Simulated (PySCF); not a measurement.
Work out the structure from these simulated measurements.

Formula: C6H14N2Si2.

* Rotational structure: rotational constants A, B, C: 1.733, 0.531, 0.477 GHz [PBE0-D3(BJ)/def2-SVP]
* Triplet: lowest triplet excitation (Tamm–Dancoff): 5.64 eV [TDA wB97X-D/def2-SVPD]
* Dipole: 4.64 D [wB97X-D/def2-SVPD]
* 13C NMR: chemical shifts (computed TMS as zero) by class: 128.6 (1 C), 28.4 (1 C), 27.4 (1 C), 20.1 (1 C), 14.0 (1 C), -11.4 (1 C) ppm [GIAO PBE0/pcSseg-1]
* NMR, other nuclei: isotropic shieldings of nuclei other than C and H, by class: -42 (1 N), 268 (1 N), 389 (1 Si), 403 (1 Si) ppm [GIAO PBE0/pcSseg-1]
* Valence photoelectron: vertical ionisation energy: 9.18 eV [ΔSCF wB97X-D/def2-SVPD]
* Polarisability: 133.6 au [wB97X-D/def2-SVPD]
* 1H NMR: chemical shifts (computed TMS as zero) by class: 4.90 (1 H), 4.66 (1 H), 4.03 (1 H), 2.77 (1 H), 2.70 (1 H), 2.67 (1 H), 2.12 (1 H), 2.02 (1 H), 1.96 (1 H), 0.53 (3 H), -0.33 (2 H) ppm [GIAO PBE0/pcSseg-1]

Electronic properties: PySCF, gas phase, density fitting. Levels stand in brackets. Geometry: PBE0-D3(BJ)/def2-SVP, one conformer, isolated molecule. NMR classes are plain means over equivalent atoms (diastereotopic ones count apart unless rotation or inversion swaps them), as if these changed places fast.

Problem. Give a SMILES that accounts for the data.

Solution. Numbering: `[CH3:1][Si@@H:2]([SiH2:3][NH2:4])[C@H:5]1[CH2:6][C@@H:7]([C:8]#[N:9])[CH2:10]1`. Its formula, C6H14N2Si2, gives 3 degrees of unsaturation: 1 ring and 2 π bonds in the structure found. 6 carbons fall into 6 classes; from least to most shielded: nitrile carbon [C8] (128.6 ppm), four-membered-ring carbon [C10] (28.4 ppm), four-membered-ring carbon [C6] (27.4 ppm), sp3 carbon next to a nitrile [C7] (20.1 ppm), ring sp3 carbon bound to silicon [C5] (14.0 ppm), Si-methyl carbon [C1] (-11.4 ppm). Hydrogen classes from least to most shielded: 1 H on an SiH2 silicon, Si3 (4.90 ppm), 1 H on an SiH2 silicon, Si3 (4.66 ppm), 1 H on an SiH silicon, Si2 (4.03 ppm), 1 H on an sp3 carbon next to a nitrile, C7 (2.77 ppm), 1 H on a four-membered-ring carbon, C10 (2.70 ppm), 1 H on a four-membered-ring carbon, C6 (2.67 ppm), 1 H on an sp3 carbon bound to silicon, C5 (2.12 ppm), 1 H on a four-membered-ring carbon, C10 (2.02 ppm), 1 H on a four-membered-ring carbon, C6 (1.96 ppm), 3 H on an Si-methyl carbon, C1 (0.53 ppm, a mean of values up to 0.7 ppm apart in this geometry), 2 H on a silicon-bound nitrogen, N4 (-0.33 ppm, a mean of values up to 0.5 ppm apart in this geometry). The other shieldings belong to: -42 ppm, nitrile nitrogen [N9]; 268 ppm, silicon-bound nitrogen [N4]; 389 ppm, SiH silicon [Si2]; 403 ppm, SiH2 silicon [Si3]. The first electron is taken from the HOMO, whose largest Löwdin shares are 0.29 on the silicon-bound nitrogen, 0.22 on the SiH2 silicon, 0.16 on the SiH silicon and 0.11 on an Si–H hydrogen. The optimised geometry has point group C1 and is an asymmetric top. Structure: `C[Si@@H]([SiH2]N)[C@H]1C[C@@H](C#N)C1`. Computed isomers that give other values at the same levels: `CN(C)[Si@H]1C=C[Si@@H](N)C=C1` (13C chemical shifts (computed TMS as zero) by class: 161.0 (2 C), 158.4 (2 C), 39.5 (2 C) ppm); `CN(C)[Si@H]1C=C[Si@H](N)C=C1` (13C chemical shifts (computed TMS as zero) by class: 161.9 (2 C), 158.9 (2 C), 39.3 (2 C) ppm); `C[SiH2]N[SiH2][C@@H]1CC[C@H]1C#N` (13C chemical shifts (computed TMS as zero) by class: 128.7 (1 C), 31.9 (1 C), 30.5 (1 C), 25.6 (1 C), 20.6 (1 C), -0.8 (1 C) ppm). The assignments are read from this structure; whether some other isomer fits the data as well wasn't checked. The mirror image fits equally.

Shape of the structure used: `[CH3:1][Si@@H:2]([SiH2:3][NH2:4])[C@H:5]1[CH2:6][C@@H:7]([C:8]#[N:9])[CH2:10]1`: C1–Si2–Si3–N4 179°, C1–Si2–C5–C6 -52°, H–N4–Si3–Si2 -168°, H–N4–Si3–Si2 56°.
